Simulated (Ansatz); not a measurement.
Gas-phase electronic energies from Ansatz, PBE0-D4/def2-TZVP geometries. CCSD(T)/CBS adds triple-zeta CCSD(T) − MP2 to the extrapolated MP2 energy (def2 sets, frozen cores). This one scheme is used for every species. Functionals use def2-TZVPP. For Se outer-core shells are correlated without core-valence functions, which leaves a few kJ/mol of doubt a bond. Scalar relativity is left out up to krypton.

Consider the ligand exchange at the Al–N bond: `[AlH2][NH][AlH2]` + `C[SeH]` → `C[Se][AlH2]` + `[NH2][AlH2]`.

```
           species  PBE0-D4 energy (Eh)
`[AlH2][NH][AlH2]`           -542.39846
          `C[SeH]`          -2441.74215
     `C[Se][AlH2]`          -2684.69514
     `[NH2][AlH2]`           -299.45737
```

Question: Work out ΔE.

Answer: ΔE = (-2684.69514) + (-299.45737) − (-542.39846) − (-2441.74215) = -0.01190 Eh = -31.2 kJ/mol. CCSD(T)/CBS gives -26.2 kJ/mol.

Question: What do rigid-rotor, harmonic-oscillator terms from PBE0-D4/def2-TZVP frequencies (298.15 K, 1 bar) make of the CCSD(T)/CBS value? (Estimate.)

Answer: Computed: ΔZPE = +7.8 kJ/mol, ΔH = -18.0 kJ/mol, ΔS = 2 J/(mol·K), ΔG = -18.7 kJ/mol.

Largest T1 diagnostic among the species: 0.012.

Leaving LDA and LC-ωPBE aside and taking each functional with its dispersion term where it has one, the values, not all of them listed here, spread over 11.9 kJ/mol, from PBE-D4 to CAM-B3LYP-D4. At CCSD(T), def2-SVP lies +10.7 kJ/mol from the extrapolated value and def2-TZVPP +5.3 kJ/mol.
